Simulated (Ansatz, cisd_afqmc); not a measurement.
Species: CaO, charge 0, singlet. CaO (SMILES [O]=[Ca]).
B3LYP-D3(BJ)/def2-TZVP minimum from Ansatz (an electronic-structure program):
```
Ca
O 1 1.8239
```
Charge 0, spin multiplicity 1.

Total energies in def2-SVP, 8 correlated electrons, 10 frozen orbitals. UHF or UKS for unpaired electrons; spin-orbit terms are left out. Cores are frozen in correlated methods (noble-gas shells, and filled d and f shells in the p block). No relativity. AFQMC/CISD: phaseless, guided by CISD from CCSD amplitudes; bars are statistical, one sigma. Outlying blocks are dropped, and bars are widened where a walk drifts. Over all cases where full CI ran beside it in this data, AFQMC minus full CI had a median of +0.1 mEh and passed +0.4 mEh in a tenth of the cases. The T1 diagnostic of CaO ([O]=[Ca], singlet) reaches 0.056 in the sets run.

| method | program | energy (Eh) | minus CCSDTQ (mEh) |
|---|---|---|---|
| HF | Ansatz | -751.38681 | 243.60 |
| MP2 | Ansatz | -751.63197 | -1.56 |
| CCSD | Ansatz | -751.61717 | 13.24 |
| CCSD(T) | Ansatz | -751.62901 | 1.40 |
| CCSDT(Q) | Ansatz | -751.63169 | -1.28 |
| CCSDTQ | Ansatz | -751.63041 | 0.00 |
| AFQMC/CISD | cisd_afqmc | -751.6296 ± 0.0004 | 0.8 ± 0.4 |

Rough core times of Ansatz's runs on a shared machine: CCSD(T) under 20 s, CCSDT(Q) under 20 s, CCSDTQ 2 min.
